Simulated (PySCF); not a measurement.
**Field gradients at the hydrogen positions**

C4H7F3Si.
Structure used (GFN2-xTB), in Å, numbered top down from 1:
```
atom  x, y, z in Å
F1     3.078   -1.466   -0.725
C2     1.767   -1.222   -0.874
C3     1.058   -0.508   -0.010
F4     1.651    0.003    1.094
C5    -0.375   -0.152   -0.144
Si6   -0.550    1.755   -0.426
C7    -1.140   -0.585    1.103
F8    -2.455   -0.209    0.998
H9     1.354   -1.659   -1.768
H10   -0.782   -0.684   -1.006
H11    0.017    2.429    0.738
H12    0.218    2.040   -1.638
H13   -1.968    2.043   -0.595
H14   -0.743   -0.105    2.003
H15   -1.133   -1.674    1.229
```

Level: PBE0/pcSseg-1 (PySCF, non-relativistic); Q(2H) = 0.00286 b; rigid geometry, the same for H and D, with no vibrational averaging.

Problem. Rank these positions by the coupling χzz of a deuteron there, largest first.
A. H15 (methylene hydrogen)
B. H11 (Si–H hydrogen)
C. H10 (methine hydrogen)
D. H9 (vinylic hydrogen)

Solution. D (218 kHz), C (205 kHz), A (192 kHz), B (110 kHz).

Problem. What are Vzz, η and χzz (234.96 MHz × Q × Vzz) at all hydrogens?

Solution. 
```tsv
atom	bonded to	bond length (Å)	Vzz (au)	η	χzz (kHz)
H9	C2	1.078	0.3244	0.14	218
H10	C5	1.092	0.3043	0.05	205
H11	Si6	1.460	0.1641	0.02	110
H12	Si6	1.463	0.1624	0.01	109
H13	Si6	1.457	0.1667	0.01	112
H14	C7	1.094	0.2851	0.06	192
H15	C7	1.096	0.2851	0.07	192
```

Problem. Average by the element that carries the hydrogen.

Solution. on C: 201 kHz over 4 positions, mean bond length 1.090 Å; on Si: 110 kHz over 3 positions, mean bond length 1.460 Å.

Problem. A static deuteron (I = 1) shows a doublet split by (3/2)χ, (3/4)χ(1 + η) and (3/4)χ(1 − η) with the field along z, y and x of the gradient. What are these for H11?

Solution. With |χ| = 110.3 kHz and η = 0.018: 165, 84 and 81 kHz, to first order and without motion.

Isolated species at its GFN2-xTB geometry (one conformer only). GFN2-xTB bond lengths can be off by several hundredths of an ångström, more for odd bonds, and the gradients follow them. With a basis this small, the couplings can be 20 % off.

The run behind these numbers computed NMR shieldings as well. Hardware: one thread of an Arm Neoverse N1, no GPU, on a shared host. Cost: 55 s of wall time (with the writing of density and orbital grids), 0.74 GiB resident at most.
